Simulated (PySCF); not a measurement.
Identify the unknown among the candidates.

All candidates are C6H8O2.

- Polarisability: 76.2 au [PBE0/def2-SVPD]
- UV, first state: lowest singlet excitation: 3.65 eV (339 nm, f = 0.000) [TDDFT PBE0/def2-SVPD]
- Dipole: 3.73 D [PBE0/def2-SVPD]
- Rotational structure: rotational constants A, B, C: 4.774, 1.490, 1.189 GHz [GFN2-xTB]
- NMR, other nuclei: isotropic shieldings of nuclei other than C and H, by class: -341 (1 O), 273 (1 O) ppm [GIAO PBE0/pcSseg-1]
- 13C NMR: chemical shifts (computed TMS as zero) by class: 200.1 (1 C), 162.8 (1 C), 134.6 (1 C), 73.3 (1 C), 39.2 (1 C), 39.1 (1 C) ppm [GIAO PBE0/pcSseg-1]

Gas-phase values; electronic properties from PySCF, density fitting. Levels stand in brackets. One conformer (not necessarily the lowest) at the GFN2-xTB geometry, without solvent, vibrations or thermal averaging. NMR classes are plain means over equivalent atoms (diastereotopic ones count apart unless rotation or inversion swaps them), as if these changed places fast.

Question: Which candidate is it?
A. `O=C1C=C[C@H](O)CC1`
B. `O=COCC1=CCC1`
C. `C=C(/C=C/C)C(=O)O`

Answer: A. It is `O=C1C=C[C@H](O)CC1`. Numbering: `[O:1]=[C:2]1[CH:3]=[CH:4][C@H:5]([OH:6])[CH2:7][CH2:8]1`. Its formula, C6H8O2, gives 3 degrees of unsaturation: 1 ring and 2 π bonds in the structure found. 6 carbons fall into 6 classes; from least to most shielded: ketone carbonyl carbon [C2] (200.1 ppm), alkene CH carbon [C4] (162.8 ppm), alkene CH carbon [C3] (134.6 ppm), carbinol carbon (C–OH) [C5] (73.3 ppm), sp3 carbon next to a carbonyl [C8] (39.2 ppm), ring CH2 carbon [C7] (39.1 ppm). The other shieldings belong to: -341 ppm, ketone oxygen [O1]; 273 ppm, alcohol oxygen [O6]. S1 is mainly HOMO→LUMO (weight 0.97); the largest Löwdin shares of the orbital it empties are 0.60 on the ketone oxygen, 0.12 on the ketone carbonyl carbon, 0.10 on the sp3 carbon next to a carbonyl and 0.08 on an alkene CH carbon, of the orbital it fills 0.27 on an alkene CH carbon, 0.21 on the ketone oxygen, 0.20 on the ketone carbonyl carbon and 0.15 on an alkene CH carbon. The optimised geometry has point group C1 and is an asymmetric top.

The others, at the same levels:
- `O=COCC1=CCC1` fails: its computed 13C shifts are 165.1 (1 C), 151.3 (1 C), 136.9 (1 C), 66.3 (1 C), 30.6 (1 C), 28.3 (1 C) ppm, lowest singlet excitation is 5.92 eV (209 nm, f = 0.001) (against 3.65 eV) and static isotropic polarisability is 74.6 au (against 76.2 au).
- `C=C(/C=C/C)C(=O)O` fails: its computed 13C shifts are 171.5 (1 C), 144.3 (1 C), 143.4 (1 C), 133.3 (1 C), 132.4 (1 C), 23.4 (1 C) ppm, lowest singlet excitation is 4.75 eV (261 nm, f = 0.157) (against 3.65 eV) and static isotropic polarisability is 85.1 au (against 76.2 au).

Each candidate is one conformer, not necessarily the lowest. Dipoles, sizes and rotational constants follow the conformer. The torsions of the flexible species, by atom-mapped SMILES:
- `[O:1]=[CH:2][O:3][CH2:4][C:5]1=[CH:6][CH2:7][CH2:8]1`: O1–C2–O3–C4 -2°, C2–O3–C4–C5 -81°, O3–C4–C5–C6 -2°
- `[CH2:1]=[C:2](/[CH:3]=[CH:4]/[CH3:5])[C:6](=[O:7])[OH:8]`: C1–C2–C3–C4 -175°, C1–C2–C6–O7 -150°, H–O8–C6–C2 -179°

The conformers of `O=C1C=C[C@H](O)CC1` aren't listed.
